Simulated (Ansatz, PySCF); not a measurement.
Noncovalent pair: H2O (SMILES O) (first 3 atoms) with CH6Si (SMILES C[SiH3]); geometry from B3LYP-D3(BJ)/def2-TZVP.
(charge 0, multiplicity 1):
```xyz
11

O      0.1512     0.7103    -0.1305
H     -0.5964     1.2429     0.1619
H     -0.1945    -0.1867    -0.1949
C      1.2790     0.1445     3.1668
Si    -0.5264    -0.3210     3.0186
H      1.4191     0.9261     3.9157
H      1.6444     0.5116     2.2071
H      1.8801    -0.7174     3.4622
H     -1.0618    -0.8257     4.3073
H     -0.7251    -1.3861     2.0020
H     -1.3515     0.8464     2.6147
```

Monomers are frozen at their geometry in the pair; levels with a basis set take the counterpoise correction.

Cores are frozen in the correlated methods.

The values were computed with Ansatz (Gaussian basis) for Hartree–Fock, density functionals and correlated methods; PySCF for M06-2X, the dispersion terms. Each number belongs to the level named beside it.

**Question.** Give the interaction energy at the level CCSD/aug-cc-pV(D+d)Z.

**Answer.** -58 meV

**Question.** Give the interaction energy at the level M06-2X/def2-TZVPPD.

**Answer.** -110 meV

**Question.** Estimate the interaction energy that CAM-B3LYP-D4/def2-TZVPPD returns for this input.

**Answer.** -89 meV

Ansatz is a quantum-chemistry and plane-wave program.
